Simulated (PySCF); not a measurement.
**Structure elucidation problem**

An unknown has the formula C7H6FP. Its calculated NMR data are:

1H NMR (300 MHz, computed): δ 8.41 (m, 1H), 8.29 (m, 1H), 7.78 (m, 1H), 7.68 (m, 1H), 7.45 (m, 1H), 7.29 (m, 1H).

13C{1H} NMR (computed): δ 185.5 (CH2), 172.7 (C), 143.2 (C), 137.8 (CH), 137.4 (CH), 130.0 (CH), 119.9 (CH).

Computed data (PySCF 2.14.0 with density-fitted response routines): GFN2-xTB geometry, GIAO PBE0/pcSseg-1 shieldings. One computed conformer, no solvent, no relativistic terms.

References, each an isolated molecule treated in the same way: 1H (σref 31.72) and 13C (σref 186.93) against TMS.

Problem. What is the structure?

Solution. 
1. 7 carbon signals for 7 carbons: no two carbons are equivalent.
2. Carbon types of the structure: 2 × C, 4 × CH, 1 × CH2, which accounts for all hydrogens.
3. δC 185.5: carbon double-bonded to a heavier main-group atom.
4. δC 172.7: aromatic carbon bearing fluorine; σ withdrawal by the attached heteroatom moves it downfield of the ring CH carbons.
5. δC 143.2: substituted aromatic carbon.
6. δC 137.8, 137.4, 130.0, 119.9: aromatic CH.
7. δH 8.41, 8.29: hydrogen on a carbon double-bonded to a heavier main-group atom.
8. δH 7.78, 7.68, 7.45, 7.29: hydrogen on an aromatic CH; the ring current deshields protons in the ring plane.

Structure: `C=Pc1ccccc1F`.

This is the structure that produced the data.

Splittings by 19F and 31P in the carbon and heteronuclear signals aren't shown, as no couplings were computed. Shifts are as computed. Against solution values, carbons near 30 ppm lie about +3 ppm off and those near 130 ppm about +5 ppm. Of 1211 compounds with measured shifts, 218 miss one by over three times the rms of a fit or turn the order of signals round; such compounds aren't used in these exercises. Multiplicities follow the n + 1 count of equivalent neighbours, as no J values were calculated; m marks all less simple cases, F and P coupling included.
